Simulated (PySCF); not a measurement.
Relaxation of singlet GeCl4

These are results of B3LYP in PySCF with Ge def2-TZVP, Cl def2-TZVP; no relativity; density-fitted integrals, not measurements. A (50,194) grid was used.

A hand-made tetrahedral start, of Td symmetry, held to at least that symmetry:

```xyz
5
charge 0 multiplicity 1, angstrom
Ge    0.0000    0.0000    0.0000
Cl   -1.2702   -1.2702   -1.2702
Cl   -1.2702    1.2702    1.2702
Cl    1.2702   -1.2702    1.2702
Cl    1.2702    1.2702   -1.2702
```

(1) What forces act on the atoms at the start (eV/Å)?

(2) What does it relax to?

(3) How much energy is released, and in how many steps?

## Answers

(1) 
```csv
atom,Fx,Fy,Fz
Ge1,0.00,0.00,0.00
Cl2,0.57,0.57,0.57
Cl3,0.57,-0.57,-0.57
Cl4,-0.57,0.57,-0.57
Cl5,-0.57,-0.57,0.57
```

(2) It ends at Td with Ge–Cl 2.138 Å (×4); Cl–Ge–Cl 109.5° (×6) (after a last refinement on a finer grid). A frequency run shows a minimum. Other isomers or separated fragments may lie lower.

(3) 12.4 kJ/mol in 3 steps.
